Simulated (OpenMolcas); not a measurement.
## Mn IV: effect of the level shift or regulariser

| Item | Value |
| --- | --- |
| Program | OpenMolcas 26.06 |
| Basis | ANO-RCC-VQZP [7s6p4d3f2g1h] |
| Scalar Hamiltonian | DKH2, point nucleus |
| Active space | 4 electrons in 10 orbitals (3d 4d) |
| State averaging | 2S+1 = 5 even, 5 roots; 2S+1 = 3 even, 45 roots; 2S+1 = 1 even, 44 roots |
| Spin-orbit coupling | RASSI with atomic mean-field integrals over the reference wave functions, term energies averaged over their components |

Methods on the same reference wave functions:
A. CASSCF
B. MS-CASPT2, IPEA 0.25 Eh, imaginary shift 0.1 Eh (closed shells correlated: 3s 3p)
C. MS-CASPT2, IPEA 0.25 Eh, real shift 0.2 Eh (closed shells correlated: 3s 3p)

Energies in eV above 3d4 5D0, the measured ground level; measured values from Corliss and Sugar, J. Phys. Chem. Ref. Data 6, 1253 (1977).

```tsv
Level	A	B	C	Measured
3d4 5D0	0.0000	0.0000	0.0000	0.0000
3d4 5D1	0.0125	0.0127	0.0127	0.0123
3d4 5D2	0.0370	0.0374	0.0374	0.0356
3d4 5D3	0.0726	0.0731	0.0731	0.0685
3d4 5D4	0.1183	0.1187	0.1187	0.1098
3d4 3H4	2.8520	2.660	2.660	2.6385
3d4 3H5	2.8796	2.688	2.688	2.6625
3d4 3H6	2.9107	2.720	2.721	2.6879
3d4 3P0(1)	3.0627	2.593	2.595	2.5608
3d4 3P1(1)	3.1364	2.669	2.670	2.6382
3d4 3P2(1)	3.2689	2.802	2.803	2.7679
3d4 3F2(1)	3.2805	2.863	2.864	2.8257
3d4 3F3(1)	3.2902	2.874	2.875	2.8346
3d4 3F4(1)	3.3060	2.890	2.890	2.8466
3d4 3G3	3.5964	3.204	3.205	3.1542
3d4 3G4	3.6294	3.238	3.238	3.1828
3d4 3G5	3.6579	3.268	3.268	3.2084
3d4 1I6	4.3013	4.039	4.040	
3d4 1G4(1)	4.5219	3.972	3.973	
3d4 3D3	4.6644	3.976	3.977	3.8913
3d4 3D2	4.6735	3.986	3.987	3.9022
3d4 3D1	4.6835	3.995	3.997	3.9155
3d4 1S0	5.2554	4.300	4.302	
3d4 1D2	5.6291	5.052	5.053
```

Deviations, from unrounded energies. A percentage is the sum of absolute deviations over the sum of measured energies, with the sign that they share, or ± where signs differ.

```json
{"Against measurement": "mean absolute deviation (cm-1)", "Levels": "19", "A": "3100", "B": "310", "C": "310"}
{"Against measurement": "fine structure of the ground term (%)", "Levels": "4", "A": "+6.3", "B": "+6.9", "C": "+6.9"}
{"Against measurement": "other terms of the ground configuration (%)", "Levels": "15", "A": "+15.7", "B": "+1.5", "C": "+1.6"}
```

B, C lie about equally close to measurement and A furthest from it. The largest miss of B in the table is 3d4 3D3, by +680 cm-1. The ranking rests on the paired levels alone, and a cruder setting can come out closer through cancelling errors.

Between B and C the level of the table that moves most is 3d4 1S0, by 18 cm-1 (lowest in B, highest in C). Moves below CASPT2's spread within the term are not significant.

The two smallest mean deviations differ by little beside CASPT2's spread within terms, so their order carries little weight.

From A to B the spin-free energies of the other terms of 3d4 shown, above 5D, scale by factors of 0.81 to 0.94, as is usual when dynamic correlation screens the repulsion within a d or f shell.

The lowest spin-free term lies below A's lowest term by 0.393 hartree in B, 0.393 hartree in C.

CASPT2 breaks the degeneracy within a term, and the mean is taken; among the terms shown or strongly mixed into the levels shown the widest spread is 950 cm-1 (3d4 1I, B). Active for correlation alone: 4d; no level in the range computed is led by a configuration that fills it, so any true level of that kind is missing. Without dynamic correlation excited terms often stand tens of per cent too high (terms of higher spin than the ground term too low), and those without a measured partner can miss by more than the paired ones (holds for A). The CASPT2 spread within a term exceeds the gap to the next term for 3d4 1G(1) and 3d4 3D, 3d4 3D and 3d4 1I, so the order of their levels is uncertain (holds for B; C). Computed and measured levels are paired by configuration, term and J; levels that our copy of the source lacks, or whose pairing is in doubt (as where it misses far off the trend of its configuration), stay unpaired and out of the deviations. Only configurations of the active space appear. Levels that lie high or do not pair safely by name in every column are left out.

A number in round brackets counts repeated terms of one configuration in the order of the reference energies.
